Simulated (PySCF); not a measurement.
# Electric field gradients and quadrupole coupling constants

Compound: C7H15NO.
Structure used (GFN2-xTB), in Å, numbered top down from 1:
```xyz
24
C7H15NO angstrom
C      3.424    0.610   -0.544
C      2.239   -0.172    0.006
C      0.928    0.524   -0.324
O      0.891    1.589   -0.910
N     -0.201   -0.115    0.082
C     -0.177   -1.383    0.768
C     -1.493    0.480   -0.243
C     -2.293   -0.414   -1.190
C     -2.288    0.821    1.016
H      4.359    0.120   -0.281
H      3.355    0.685   -1.626
H      3.426    1.619   -0.141
H      2.326   -0.266    1.091
H      2.225   -1.179   -0.418
H     -1.188   -1.647    1.066
H      0.208   -2.181    0.126
H      0.439   -1.335    1.668
H     -1.244    1.411   -0.764
H     -3.195    0.104   -1.505
H     -1.703   -0.647   -2.073
H     -2.584   -1.344   -0.709
H     -1.680    1.414    1.694
H     -3.167    1.400    0.744
H     -2.621   -0.074    1.536
```

Field gradients from the PBE0/pcSseg-1 density (PySCF, non-relativistic), principal values in atomic units, ordered |Vxx| ≤ |Vyy| ≤ |Vzz|:

```
atom     Vxx     Vyy      Vzz
  O4  0.7296  0.8381  -1.5677
  N5  0.4461  0.5971  -1.0432
```

Problem. Find the asymmetry η = (Vxx − Vyy)/Vzz and the couplings χ = eQV/h (234.96 MHz × Q in barn × V in au), with Q(17O) = −0.0256 b, Q(14N) = 0.02044 b.

Solution. 
```
atom     environment  nucleus     η  χzz (MHz)  χxx (MHz)  χyy (MHz)
  O4    amide oxygen      17O  0.07       9.43      -4.39      -5.04
  N5  amide nitrogen      14N  0.14      -5.01       2.14       2.87
```

Problem. What is Vzz at O4 in SI units (1 au = 9.71736 × 10²¹ V/m²)?

Solution. -1.5677 au = -15.234 × 10²¹ V/m².

Were the hydrogens deuterons (Q(2H) = 0.00286 b), χzz would run from 185 kHz (H18) to 213 kHz (H23, H19 and H10).

The structure is a single GFN2-xTB conformer in the gas phase; no vibrational or solvent corrections. GFN2-xTB bond lengths can be off by several hundredths of an ångström, more for odd bonds, and the gradients follow them. A larger basis could move these couplings by a tenth or more.

The run behind these numbers computed NMR shieldings as well. On Arm Neoverse V1, one thread (shared host), this took 83 s wall (with the writing of density and orbital grids).
